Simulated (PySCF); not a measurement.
CH7GeNSi2, SMILES [SiH3][C]1=N[SiH2][GeH2]1.

Coordinates come from a ωB97X-D3(BJ)/def2-SVP optimisation. This is a generated structure with no PubChem entry under its InChIKey; it may be hypothetical.

Two levels are set side by side: TDA-PBE/def2-SVPD (PySCF) and TDA-M06-2X/def2-SVPD (PySCF). Vertical, same geometry. The lowest singlet is HOMO→LUMO 99 % with PBE and HOMO→LUMO 96 % with the other functional; states are paired by order. Differences are taken from unrounded values.

```json
[
 {"quantity": "lowest singlet excitation (eV)", "TDA-PBE": "3.06"},
 {"quantity": "lowest triplet excitation (TDA) (eV)", "TDA-PBE": "2.39"},
 {"quantity": "first bright state (f over 0.05) (eV)", "TDA-PBE": "5.46"},
 {"quantity": "its oscillator strength", "TDA-PBE": "0.07"}
]
```

Q: These are the TDA-PBE values. What does TDA-M06-2X give? (The exact figures need the calculation; the answer reports its results.)

A: 
| quantity | TDA-M06-2X | TDA-PBE minus TDA-M06-2X |
|---|---|---|
| lowest singlet excitation (eV) | 2.94 | 0.12 |
| lowest triplet excitation (TDA) (eV) | 2.40 | 0.00 |
| first bright state (f over 0.05) (eV) | 6.17 | -0.71 |
| its oscillator strength | 0.06 | 0.01 |

Rough cost on one machine, each run with all the roots and properties that it gave: TDA-M06-2X against TDA-PBE about 9 times.
